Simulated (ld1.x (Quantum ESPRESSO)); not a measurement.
# Varying the PAW potential for mercury (Hg)

Base potential:

Hg (Z = 80), PAW, made with ld1.x (Quantum ESPRESSO) 7.5 (PBE, fully relativistic). Core [Kr] 4d10 4f14, reference 5s2 5p6 5d10 6s1 6p0 (charge +1). Waves: 5s (bound): rcut 1.20, rcutus 1.40 bohr; 6s (bound): rcut 1.20, rcutus 1.40 bohr; 5p (bound): rcut 1.65, rcutus 1.85 bohr; 6p (bound, empty): rcut 1.65, rcutus 1.85 bohr; 5d (bound): rcut 1.20, rcutus 1.45 bohr; 5d channel at -0.95 Ry: rcut 1.20, rcutus 1.45 bohr. Local part: all-electron potential smoothed inside 1.45 bohr (lloc = -2). Core correction: a·sin(br)/r model core, default radius (ld1.x builds one for every PAW set, though the input has nlcc=.false.). Augmentation charge: BESSEL, radius 1.10 bohr.

Open shells are filled in proportion to 2j + 1 (rel_dist='average').

All-electron outer shells of the reference configuration (PBE, scalar-relativistic, ld1.x):

| shell | level (eV) | outermost node (bohr) | outermost maximum (bohr) |
| --- | --- | --- | --- |
| 4d | -357.78 | 0.20 | 0.40 |
| 5s | -127.26 | 0.47 | 0.82 |
| 4f | -104.93 | – | 0.37 |
| 5p | -75.62 | 0.51 | 0.93 |
| 5d | -18.84 | 0.55 | 1.17 |
| 6s | -14.71 | 1.08 | 2.13 |
| 6p | -7.45 | 1.27 | 2.87 |

Cutoffs, loose and tight: the cutoffs (Ry, on a coarse ladder) from which the occupation-weighted sum of valence levels, in a spherical-Bessel basis at the reference potential, stays within 10 and 1 mRy of its value at 400 Ry. They do not see the model core or the augmentation charge, which bear on the density cutoff. Test errors are all-electron minus pseudo excitation energies from the reference, over the configurations 5s2 5p6 5d10 6s2 6p0; 5s2 5p6 5d10 6s0 6p0; 5s2 5p6 5d9 6s0 6p0; 5s2 5p6 5d10 6s0 6p2; 5s1 5p6 5d10 6s2 6p0; 5s2 5p6 5d10 6s1.5 6p0; 5s2 5p6 5d9 6s2 6p0. A dash means not determined; rows that change the core or the reference have their own tests. The largest error is taken over the tests solved by every variant that gives reliable tests at all: 5s2 5p6 5d10 6s0 6p0; 5s2 5p6 5d10 6s2 6p0; 5s2 5p6 5d9 6s0 6p0.

Cutoffs are not given where the Bessel-basis levels miss the radial ones by over 6 mRy, ghosts where they miss by over 20 mRy; a channel whose overlap is not positive is not tested.

| change | outcome | bound ghosts | largest test error (meV) |
| --- | --- | --- | --- |
| base | generated | not determined | +0.8 |
| wave 5d channel at -0.95 Ry: rcut 1.20, rcutus 1.45 bohr becomes 5d channel at 5.95 Ry: rcut 1.20, rcutus 1.45 bohr | generated | not determined | +1.4 |
| local potential all-electron potential smoothed inside 1.10 bohr (lloc = -1) | generated | not determined | +15 |
| waves 5d (bound): rcut 1.16, rcutus 1.24 bohr; 5d channel at -0.95 Ry: rcut 1.16, rcutus 1.24 bohr | generated | not determined | +1.6 |
| local potential all-electron potential smoothed inside 2.18 bohr (lloc = -2) | generated | not determined | -1.7 |
| all radii but the core radius scaled by about 1.35 (s 1.88, p 2.50, d 1.96 bohr, rcut 1.62/2.22/1.62); local potential all-electron potential smoothed inside 1.96 bohr (lloc = -2); augmentation BESSEL, radius 1.48 bohr | generated | not determined | test run stopped at test 1 of 7 (negative rho) |
| waves 5p (bound): rcut 1.65, rcutus 2.60 bohr; 6p (bound): rcut 1.65, rcutus 2.60 bohr | generated | not determined | -15 |
| waves 5s (bound): rcut 1.04, rcutus 1.10 bohr; 6s (bound): rcut 1.04, rcutus 1.10 bohr | generated | not determined | -1.2 |
| reference 5s2 5p6 5d10 6s2 6p0 | generated | not determined | -31 |
